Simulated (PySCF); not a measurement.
C₂F₃N (SMILES N#CC(F)(F)F), singlet, at a GFN2-xTB geometry; PySCF with SVWN5/STO-3G.

Input for PySCF:
```python
from pyscf import gto, scf, dft

mol = gto.M(
    atom='''
C    -0.000324    0.003260   -0.307768
C     0.001231   -0.012387    1.169363
F    -0.008066    1.253823   -0.776566
F     1.081443   -0.608086   -0.797436
F    -1.075871   -0.620639   -0.795299
N     0.002429   -0.024446    2.307734
''',
    basis='sto-3g',
    charge=0,
    spin=0,
    verbose=4,
)

mf = dft.RKS(mol)
mf.xc = 'lda,vwn'
mf.grids.level = 7
mf.kernel()
mf.analyze()
```

It wrote (shortened):

```
PySCF version 2.14.0

[INPUT] verbose = 4
[INPUT] num. atoms = 6
[INPUT] num. electrons = 46
[INPUT] charge = 0
[INPUT] spin (= nelec alpha-beta = 2S) = 0
[INPUT] symmetry False subgroup None
[INPUT] Mole.unit = angstrom
[INPUT] Symbol           X                Y                Z      unit          X                Y                Z       unit  Magmom
[INPUT]  1 C     -0.000324000000   0.003260000000  -0.307768000000 AA   -0.000612271264   0.006160507166  -0.581597229905 Bohr   0.0
[INPUT]  2 C      0.001231000000  -0.012387000000   1.169363000000 AA    0.002326252859  -0.023408037505   2.209775810200 Bohr   0.0
[INPUT]  3 F     -0.008066000000   1.253823000000  -0.776566000000 AA   -0.015242530921   2.369382078681  -1.467497057649 Bohr   0.0
[INPUT]  4 F      1.081443000000  -0.608086000000  -0.797436000000 AA    2.043631089328  -1.149116000182  -1.506935641869 Bohr   0.0
[INPUT]  5 F     -1.075871000000  -0.620639000000  -0.795299000000 AA   -2.033101535362  -1.172837732224  -1.502897297140 Bohr   0.0
[INPUT]  6 N      0.002429000000  -0.024446000000   2.307734000000 AA    0.004590144757  -0.046196244841   4.360985228347 Bohr   0.0

nuclear repulsion = 231.590146213412
number of shells = 18
number of NR pGTOs = 90
number of NR cGTOs = 30
basis = sto-3g
ecp = {}

******** <class 'pyscf.dft.rks.RKS'> ********
method = RKS
initial guess = minao
damping factor = 0
level_shift factor = 0
DIIS = <class 'pyscf.scf.diis.CDIIS'>
diis_start_cycle = 1
diis_space = 8
diis_damp = 0
SCF conv_tol = 1e-09
SCF conv_tol_grad = None
SCF max_cycles = 50
direct_scf = True
direct_scf_tol = 1e-13
XC library pyscf.dft.libxc version 7.1.2
    S. Lehtola, C. Steigemann, M. J. T. Oliveira, and M. A. L. Marques,  SoftwareX 7, 1–5 (2018)
XC functionals = lda,vwn
    P. A. M. Dirac,  Math. Proc. Cambridge Philos. Soc. 26, 376 (1930)
    F. Bloch,  Z. Phys. 57, 545 (1929)
    S. H. Vosko, L. Wilk, and M. Nusair,  Can. J. Phys. 58, 1200 (1980)
radial grids:
    Treutler-Ahlrichs [JCP 102, 346 (1995); DOI:10.1063/1.469408] (M4) radial grids

becke partition: Becke, JCP 88, 2547 (1988); DOI:10.1063/1.454033
pruning grids: <function nwchem_prune>
grids dens level: 7
symmetrized grids: False
atomic radii adjust function: <function treutler_atomic_radii_adjust>
small_rho_cutoff = 0
Set gradient conv threshold to 3.16228e-05
Initial guess from minao.
tot grids = 524880
init E= -422.402529117323
  HOMO = -0.370506478059831  LUMO = -0.0459813522668563  gap/eV = 8.83078
cycle= 1 E= -421.117780202083  delta_E= 1.28  |g|= 0.875  |ddm|= 3.79
  HOMO = -0.140999235185663  LUMO = 0.0561710534287746  gap/eV = 5.36528
cycle= 2 E= -420.334887356895  delta_E= 0.783  |g|= 1.96  |ddm|= 3.22
  HOMO = -0.1591778635552  LUMO = 0.0604675325229016  gap/eV = 5.97686
cycle= 3 E= -421.276077953167  delta_E= -0.941  |g|= 0.488  |ddm|= 2.43
  HOMO = -0.181363712336643  LUMO = 0.0692658786431634  gap/eV = 6.81998
cycle= 4 E= -421.340244762243  delta_E= -0.0642  |g|= 0.0461  |ddm|= 0.52
  HOMO = -0.177881630181823  LUMO = 0.0596222314408613  gap/eV = 6.46281
cycle= 5 E= -421.3408267708  delta_E= -0.000582  |g|= 0.0101  |ddm|= 0.0745
  HOMO = -0.180452256692314  LUMO = 0.0618522869080697  gap/eV = 6.59344
cycle= 6 E= -421.340877059345  delta_E= -5.03e-05  |g|= 0.000976  |ddm|= 0.0239
  HOMO = -0.180405590917192  LUMO = 0.0618255713557917  gap/eV = 6.59145
cycle= 7 E= -421.340877328404  delta_E= -2.69e-07  |g|= 0.000137  |ddm|= 0.00108
  HOMO = -0.180404140557363  LUMO = 0.0618195329051481  gap/eV = 6.59124
cycle= 8 E= -421.340877333265  delta_E= -4.86e-09  |g|= 9.08e-06  |ddm|= 0.000121
  HOMO = -0.180404404185136  LUMO = 0.0618195429377249  gap/eV = 6.59125
cycle= 9 E= -421.340877333285  delta_E= -2e-11  |g|= 4.86e-07  |ddm|= 8.43e-06
  HOMO = -0.180404392506231  LUMO = 0.061819545974868  gap/eV = 6.59125
Extra cycle  E= -421.340877333285  delta_E=    0  |g|= 1.15e-06  |ddm|= 2.04e-06
converged SCF energy = -421.340877333285
**** SCF Summaries ****
Total Energy =                        -421.340877333284880
Nuclear Repulsion Energy =             231.590146213411543
One-electron Energy =                -1049.030157354522999
Two-electron Energy =                  396.099133807826547
Two-electron Coulomb Energy =          442.335734029438072
DFT Exchange-Correlation Energy =      -46.236600221611539
HOMO-LUMO gap [eV] =                     6.591249093293921
**** MO energy ****
MO #1   energy= -23.8365927374115  occ= 2
MO #2   energy= -23.8361527468291  occ= 2
MO #3   energy= -23.8361526570105  occ= 2
MO #4   energy= -13.697990293775   occ= 2
MO #5   energy= -9.84947637622595  occ= 2
MO #6   energy= -9.64365619091431  occ= 2
MO #7   energy= -1.13775705801502  occ= 2
MO #8   energy= -1.0323179156911   occ= 2
MO #9   energy= -1.03231787597731  occ= 2
MO #10  energy= -0.820084152767503 occ= 2
MO #11  energy= -0.612648229410169 occ= 2
MO #12  energy= -0.463068532744773 occ= 2
MO #13  energy= -0.418432105795466 occ= 2
MO #14  energy= -0.418432036025782 occ= 2
MO #15  energy= -0.282663231071363 occ= 2
MO #16  energy= -0.28266321564695  occ= 2
MO #17  energy= -0.248999881471041 occ= 2
MO #18  energy= -0.220650628825671 occ= 2
MO #19  energy= -0.220650582319978 occ= 2
MO #20  energy= -0.192692742160149 occ= 2
MO #21  energy= -0.19216251705294  occ= 2
MO #22  energy= -0.192162456989021 occ= 2
MO #23  energy= -0.180404392506231 occ= 2
MO #24  energy= 0.061819545974868  occ= 0
MO #25  energy= 0.0618195807222629 occ= 0
MO #26  energy= 0.245997425311699  occ= 0
MO #27  energy= 0.296644089320834  occ= 0
MO #28  energy= 0.296644248467429  occ= 0
MO #29  energy= 0.298033998756361  occ= 0
MO #30  energy= 0.904430414522266  occ= 0
 ** Mulliken pop on meta-lowdin orthogonal AOs  **
 ** Mulliken pop  **
pop of  0 C 1s            1.99953
pop of  0 C 2s            1.04652
pop of  0 C 2px           0.88293
pop of  0 C 2py           0.88294
pop of  0 C 2pz           0.97325
pop of  1 C 1s            1.99969
pop of  1 C 2s            1.05932
pop of  1 C 2px           0.99949
pop of  1 C 2py           0.99949
pop of  1 C 2pz           1.00230
pop of  2 F 1s            1.99993
pop of  2 F 2s            1.88863
pop of  2 F 2px           1.88695
pop of  2 F 2py           1.43227
pop of  2 F 2pz           1.81684
pop of  3 F 1s            1.99993
pop of  3 F 2s            1.88863
pop of  3 F 2px           1.54720
pop of  3 F 2py           1.77871
pop of  3 F 2pz           1.81015
pop of  4 F 1s            1.99993
pop of  4 F 2s            1.88863
pop of  4 F 2px           1.55100
pop of  4 F 2py           1.77421
pop of  4 F 2pz           1.81085
pop of  5 N 1s            1.99976
pop of  5 N 2s            1.64390
pop of  5 N 2px           1.01412
pop of  5 N 2py           1.01417
pop of  5 N 2pz           1.40875
 ** Mulliken atomic charges  **
charge of    0C =      0.21484
charge of    1C =     -0.06030
charge of    2F =     -0.02461
charge of    3F =     -0.02461
charge of    4F =     -0.02461
charge of    5N =     -0.08070
Dipole moment(X, Y, Z, Debye): -0.00219,  0.02199, -2.07610
```
